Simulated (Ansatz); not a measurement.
Reaction (ligand exchange at the Al–C bond): `[OH][Al]([F])[CH2][SiH3]` + HCl → `[OH][Al]([F])[Cl]` + `C[SiH3]`

Gas-phase electronic energies from Ansatz, PBE0-D4/def2-TZVP geometries. CBS: MP2 limit from def2 TZ/QZ plus the TZ coupled-cluster correction, frozen cores. This one scheme is used for every species. DFT in def2-TZVPP. Each species was taken in one conformer, which may not be the lowest.

`[OH][Al]([F])[CH2][SiH3]`:

Z-matrix (Å, degrees):
```
C
Si 1 1.869
Al 1 1.927 2 115.2
H 1 1.095 2 108.1 3 -121.9
H 1 1.095 2 108.3 3 121.3
H 2 1.489 1 110.3 3 -59.0
H 2 1.488 1 112.0 3 -179.6
H 2 1.489 1 110.2 3 60.0
F 3 1.651 1 120.5 2 -87.3
O 3 1.686 1 120.2 2 92.7
H 10 0.956 3 124.3 1 -179.0
```

HCl:

Cartesian coordinates in Å:
```
Cl -0.501 -0.028 -0.396
H 0.501 0.028 0.396
```

`[OH][Al]([F])[Cl]`:

Z-matrix (Å, degrees):
```
Al
O 1 1.675
Cl 1 2.076 2 122.8
F 1 1.634 2 118.3 3 180.0
H 2 0.956 1 123.4 3 -0.0
```

`C[SiH3]`:

Cartesian coordinates in Å:
```
C -0.197 -0.450 -0.856
Si 0.176 0.403 0.766
H -1.204 -0.873 -0.849
H 0.511 -1.262 -1.039
H -0.130 0.253 -1.689
H -0.791 1.507 1.015
H 1.548 0.980 0.754
H 0.086 -0.558 1.899
```

```csv
species,PBE-D4 energy (Eh)
`[OH][Al]([F])[CH2][SiH3]`,-748.44891
HCl,-460.62759
`[OH][Al]([F])[Cl]`,-878.11411
`C[SiH3]`,-331.01236
```

(1) Work out ΔE.

Largest T1 diagnostic among the species: 0.012.

Results:

(1) ΔE = (-878.11411) + (-331.01236) − (-748.44891) − (-460.62759) = -0.04997 Eh = -131.2 kJ/mol. CCSD(T)/CBS gives -138.6 kJ/mol.

In def2-TZVPP, CCSD(T) changes the Hartree–Fock value by +22.7 kJ/mol (the triples alone add +2.6 kJ/mol) and MP2 by +19.6 kJ/mol. The D4 term adds +3.7 kJ/mol with B3LYP and +2.4 kJ/mol with PBE0; it sums over pairs of atoms, weighted by their polarisabilities, and B3LYP, whose exchange is more repulsive, gets the larger term.

B3LYP here is the variant with VWN-RPA as its local correlation; programs differ in this.
